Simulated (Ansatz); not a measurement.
Single points on `c1ccc2c(c1)oc1c3ccccc3oc21` with charge -1.

```yaml
crystal:
  periodic: [false, false, false]
  atoms:
    - {symbol: C, position_ang: [-4.187632, 0.627487, 0.579350]}
    - {symbol: C, position_ang: [-4.089454, -0.082748, -0.628378]}
    - {symbol: C, position_ang: [-2.857217, -0.468238, -1.141812]}
    - {symbol: C, position_ang: [-1.703495, -0.129662, -0.424212]}
    - {symbol: C, position_ang: [-1.827073, 0.590140, 0.795798]}
    - {symbol: C, position_ang: [-3.054753, 0.975779, 1.311301]}
    - {symbol: O, position_ang: [-0.616636, 0.845273, 1.376771]}
    - {symbol: C, position_ang: [0.292470, 0.295327, 0.541620]}
    - {symbol: C, position_ang: [1.703495, 0.129563, 0.424254]}
    - {symbol: C, position_ang: [2.857238, 0.468451, 1.141688]}
    - {symbol: C, position_ang: [4.089521, 0.083721, 0.627821]}
    - {symbol: C, position_ang: [4.187633, -0.627561, -0.579303]}
    - {symbol: C, position_ang: [3.054756, -0.976049, -1.311147]}
    - {symbol: C, position_ang: [1.827059, -0.590520, -0.795583]}
    - {symbol: O, position_ang: [0.616648, -0.845315, -1.376759]}
    - {symbol: C, position_ang: [-0.292481, -0.295597, -0.541478]}
    - {symbol: H, position_ang: [-5.172726, 0.914484, 0.954237]}
    - {symbol: H, position_ang: [-5.001901, -0.337170, -1.172404]}
    - {symbol: H, position_ang: [-2.783635, -1.020365, -2.080433]}
    - {symbol: H, position_ang: [-3.117621, 1.527827, 2.250486]}
    - {symbol: H, position_ang: [2.783542, 1.020084, 2.080590]}
    - {symbol: H, position_ang: [5.001885, 0.336609, 1.172709]}
    - {symbol: H, position_ang: [5.172798, -0.913778, -0.954602]}
    - {symbol: H, position_ang: [3.117598, -1.527760, -2.250532]}
basis:
  gaussian: {orbitals: def2-SVP, initial_orbitals: start.molden}
total_charge: -1
magnetization: {spin_polarized: true, initial_magnetization: 1}
hamiltonian: {xc: pbe, dispersion: d4}
scf: {omitted_lower_state_checks: [starts]}
output: {orbitals: {seedname: orbitals}}
```

The file start.molden holds the orbitals of an earlier run on this structure, at another level or in another basis.

```sh
$ ansatz run in.yaml --threads 4 --pin off --events-out ev --progress --plain --max-ram 6963MiB
```

It prints (some lines left out):

```
Functional definition: PBE
2962 factors; their error is unknown
mean field evaluation 1: about -18705.6822 eV, gradient 7.2e0 eV
mean field evaluation 2: about -18705.8900 eV, gradient 2.2e-1 eV
mean field evaluation 4: about -18705.6924 eV, gradient 5.0e-3 eV
mean field -18705.69239242 eV, -687.4215162478 hartree, gradient 3.8e-5 eV, S^2 0.753342; 0 other end points of the search recorded, 0 dependent functions left out
reference -18705.69243809 eV, -687.4215179261 hartree; 55, 54 occupied and 209, 210 virtual orbitals, 2962 factors
Total energy: -18706.64990978 eV, -687.4567043615 hartree
Checks for a lower state left out: starts
```

Hardware: 4 threads of Arm Neoverse V1 on a shared host. Wall time 11 s.

First input, but with `gaussian: {orbitals: def2-SVP}`, `hamiltonian: {xc: pbe0, dispersion: d4}` (abridged; 22 s):

```
Functional definition: PBE0
mean field evaluation 16: about -18706.6957 eV, gradient 8.7e-3 eV
mean field -18706.69566560 eV, -687.4583858570 hartree, gradient 5.6e-5 eV, S^2 0.767252
Total energy: -18707.51267890 eV, -687.4884105419 hartree
Checks for a lower state left out: starts
```

Geometry: PBE0-D4/def2-SVP, that of the neutral singlet.

At PBE-D4/def2-SVP, PBE0-D4/def2-SVP the highest occupied level of the charge -1 doublet lies above zero (up to 2.16 eV). Energy differences put its binding near zero (-0.06 eV; vertical, to the charge 0 singlet, at PBE-D4/def2-SVP), which leaves it undecided.
